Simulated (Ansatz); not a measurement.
`C[SeH]` + `[SeH][SnH3]` → `[SeH][SnH2][SeH]` + CH₄ at 400 K and 1 bar (formal exchange of groups at the Se–C bond).

Calculated with Ansatz (gas phase, PBE0-D4/def2-TZVP geometries, no zero-point term in ΔE). CCSD(T)/CBS is the MP2 limit (def2-TZVPP, def2-QZVPP) plus CCSD(T) − MP2 in def2-TZVPP, frozen cores. This one scheme is used for every species. Elements past krypton have def2 core potentials. For Se, Sn outer-core shells are correlated without core-valence functions, which leaves a few kJ/mol of doubt a bond. Scalar relativity is left out up to krypton. One conformer a species, not always the lowest.

| species | CCSD(T)/CBS energy (Eh) | H − E (kJ/mol) | S (J/(mol·K)) |
| --- | --- | --- | --- |
| `C[SeH]` | -2441.15625 | 135.4 | 284.5 |
| `[SeH][SnH3]` | -2617.13827 | 97.4 | 338.5 |
| `[SeH][SnH2][SeH]` | -5017.88675 | 109.8 | 419.2 |
| CH₄ | -40.46206 | 131.3 | 197.2 |

H − E and S are ideal-gas, rigid-rotor, harmonic terms from PBE0-D4/def2-TZVP, for one conformer and one mirror image of each species. 1 Eh = 2625.50 kJ/mol, R = 8.31446 J/(mol·K).

Q: By hand: ΔE, ΔH, ΔS and ΔG.

A: ΔE = (-5017.88675) + (-40.46206) − (-2441.15625) − (-2617.13827) = -0.05429 Eh = -142.5 kJ/mol. Δ(H − E) = 109.8 + 131.3 − 135.4 − 97.4 = 8.3, so ΔH = -134.2 kJ/mol. ΔS = 419.2 + 197.2 − 284.5 − 338.5 = -6.6 J/(mol·K). ΔG = -134.2 − 400 × (-6.6)/1000 = -131.6 kJ/mol.

Q: By hand: the equilibrium constant, and the temperature at which ΔG would vanish if ΔH and ΔS stayed fixed.

A: log₁₀ K = −ΔG/(RT ln 10) = 17.2. ΔG = 0 at ΔH/ΔS = 20333 K, far beyond where these terms or the molecules hold.

The number of gas molecules stays the same, so ΔS is small and ΔH decides. A doubt of 5 kJ/mol in ΔE shifts log₁₀ K by 0.7 here. Other conformers and mirror images would add mixing entropy, several J/(mol·K) or more a flexible species. Modes under 60 cm⁻¹, often nearly free rotors, make the harmonic entropy too high. These are equilibria of isolated gas molecules and say nothing of rates. Largest T1 diagnostic: 0.011 (customary marks: 0.02 for closed shells, 0.045 for open ones).
